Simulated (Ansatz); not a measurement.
C2H6N, SMILES C([CH2])N, multiplicity 2.

Geometry: PBE0-D3(BJ)/def2-TZVP. The isomer is the one that the SMILES or the coordinates give; other isomers of the formula were not compared. One conformer was computed; it need not be the lowest.

Two levels are set side by side: PBE/def2-SVPD (Ansatz, a quantum-chemistry and plane-wave program) and PBE0/def2-SVPD (Ansatz). Energy differences of separate SCF runs at the same geometry; the states with an electron removed or added have multiplicity 1 and 1. Differences are taken from unrounded values.

| quantity | PBE0 | PBE | PBE minus PBE0 |
|---|---|---|---|
| vertical ionisation energy (eV) | 8.49 | 8.19 | -0.29 |
